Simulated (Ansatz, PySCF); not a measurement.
This PySCF input computes a r2SCAN/def2-TZVPD energy:

```python
from pyscf import gto, scf, dft

mol = gto.M(
    atom='''
    In   -0.00000000   -0.00000000   -2.01643958
    O     0.00000000    0.00000000    0.00000000
    In    0.00000000    0.00000000    2.01643958
    ''',
    basis='def2-tzvpd',
    ecp='def2-tzvp',
    charge=0,
    spin=0,
    verbose=4,
)

mf = dft.RKS(mol, xc='r2scan').density_fit(auxbasis='def2-universal-jkfit')
mf.grids.level = 4
mf.conv_tol = 1e-9
mf.max_cycle = 100
mf.max_memory = 1500
mf.kernel()
if not mf.converged:
    mf = mf.newton()
    mf.kernel(mf.make_rdm1())
mf.analyze()
```

**Question.** Write an input for the same energy in Ansatz (a quantum-chemistry and plane-wave program) and say what it gives.

**Answer.** 
Ansatz 0.2 input:
```yaml
crystal:
  periodic: [false, false, false]
  atoms:
    - {symbol: In, position_ang: [-0.00000000, -0.00000000, -2.01643958]}
    - {symbol: O, position_ang: [0.00000000, 0.00000000, 0.00000000]}
    - {symbol: In, position_ang: [0.00000000, 0.00000000, 2.01643958]}
basis:
  gaussian:
    orbitals: def2-TZVPD
hamiltonian:
  xc: {name: r2SCAN}
output: {forces: true}
```
It gives -455.72066 Eh, and PySCF -455.72078 Eh, a difference of 0.12 mEh, from the treatment of integrals and grids.
